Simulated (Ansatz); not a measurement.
Ansatz (a program for electronic structure) input (CCSD(T)/cc-pwCVTZ):
A basis named .json is the Basis Set Exchange file of that set.

Ansatz 0.2 input:
```yaml
crystal:
  periodic: [false, false, false]
  atoms:
    - {symbol: N, position_ang: [1.14827058, 1.16898731, 0.71238163]}
    - {symbol: Si, position_ang: [0.07455881, 0.10677996, 0.06097530]}
    - {symbol: N, position_ang: [-0.74057974, -1.09763299, 1.09830777]}
    - {symbol: N, position_ang: [0.94354498, -0.80440230, -1.18941635]}
    - {symbol: O, position_ang: [-1.34153576, 0.64740820, -0.73703809]}
    - {symbol: H, position_ang: [0.76285136, 1.87469718, 1.33250947]}
    - {symbol: H, position_ang: [-1.74848840, -1.00208853, 1.10196200]}
    - {symbol: H, position_ang: [-0.40826627, -1.05551565, 2.05246740]}
    - {symbol: H, position_ang: [0.76989032, -1.80050978, -1.14671735]}
    - {symbol: H, position_ang: [1.93863432, -0.64505616, -1.09345296]}
    - {symbol: H, position_ang: [-1.08480955, 1.08562372, -1.55302946]}
basis:
  gaussian:
    orbitals: cc-pwCVTZ.json
total_charge: -1
magnetization: {spin_polarized: false}
correlation: {method: ccsd_t, electrons: outside_noble_gas}
```

Output:

```
Functional definition: HF
integrals: 3.04 GiB planned
1827 factors; integrals over basis functions are off by at most 1.2e-3 eV
2.00 GiB of device memory are held for the factors and their scratch space
mean field: 1.71 GiB planned
mean field evaluation 1: about -14440.6098 eV, gradient 4.8e1 eV
mean field evaluation 2: about -14440.8685 eV, gradient 4.8e1 eV
mean field evaluation 4: about -14445.5790 eV, gradient 4.3e0 eV
mean field evaluation 8: about -14445.6598 eV, gradient 4.0e-1 eV
mean field evaluation 16: about -14445.6609 eV, gradient 1.9e-6 eV
mean field -14445.66087191 eV, -530.8682454220 hartree, gradient 1.9e-6 eV, S^2 0.000000; 0 other end points of the search recorded, 0 dependent functions left out
9 core orbitals not correlated
reference -14445.66087191 eV, -530.8682454220 hartree; 16, 16 occupied and 290, 290 virtual orbitals, 1827 factors
second order -28.36547879 eV of doubles, -0.00000000 eV of singles
coupled cluster: 17.72 GiB planned
cycle   1  -28.15212901 eV  change    2.1e-1 eV  update   1.0e-1
cycle   2  -28.76281414 eV  change   -6.1e-1 eV  update   3.0e-2
cycle   3  -28.89604992 eV  change   -1.3e-1 eV  update   1.5e-2
cycle   4  -28.88022464 eV  change    1.6e-2 eV  update   3.4e-3
cycle   5  -28.87961241 eV  change    6.1e-4 eV  update   1.8e-3
cycle   6  -28.88042382 eV  change   -8.1e-4 eV  update   5.6e-4
cycle   7  -28.88009429 eV  change    3.3e-4 eV  update   2.5e-4
cycle   8  -28.87999286 eV  change    1.0e-4 eV  update   8.2e-5
cycle   9  -28.88001305 eV  change   -2.0e-5 eV  update   3.2e-5
perturbative correction -1.17636695 eV, -0.0432306879 hartree
Total energy: -14475.71725191 eV, -531.9727970141 hartree
```

It need not be the lowest isomer of its formula. Whether it binds its extra electron was not tested at this geometry.
